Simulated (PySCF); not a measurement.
Al⁺: excitation energy

Al⁺ [Ne] 3s2 (1S) → Al⁺ [Ne] 3s1 3d1 (3D), as a difference of total energies. All numbers are calculated (PySCF 2.14, no relativity, point nucleus, in aug-cc-pV(T+d)Z with one added diffuse shell each of s, p, d, f type (7s6p5d3f, 71 functions)). Correlated levels: valence: [Ne] frozen. The calculations carry no spin-orbit coupling.

```json
{"method": "UHF", "excitation energy (eV)": "10.814"}
{"method": "LDA", "excitation energy (eV)": "11.147"}
{"method": "PBE", "excitation energy (eV)": "10.907"}
{"method": "PBE0", "excitation energy (eV)": "11.043"}
{"method": "r2SCAN", "excitation energy (eV)": "10.834"}
{"method": "PBEsol", "excitation energy (eV)": "10.867"}
{"method": "revPBE", "excitation energy (eV)": "10.794"}
{"method": "wB97M-V", "excitation energy (eV)": "11.648"}
{"method": "MP2 (valence)", "excitation energy (eV)": "11.449"}
{"method": "SCS-MP2 (valence)", "excitation energy (eV)": "11.683"}
```

Errors of the correlated levels include the incompleteness of this basis and the frozen core.

Task: Which method comes closest to the reference value, and which is furthest?

Result: The reference is 11.847 eV (measured; NIST levels, between the centres of gravity of the two terms). Closest: SCS-MP2 (valence) (error -0.164 eV); furthest: revPBE (error -1.053 eV).
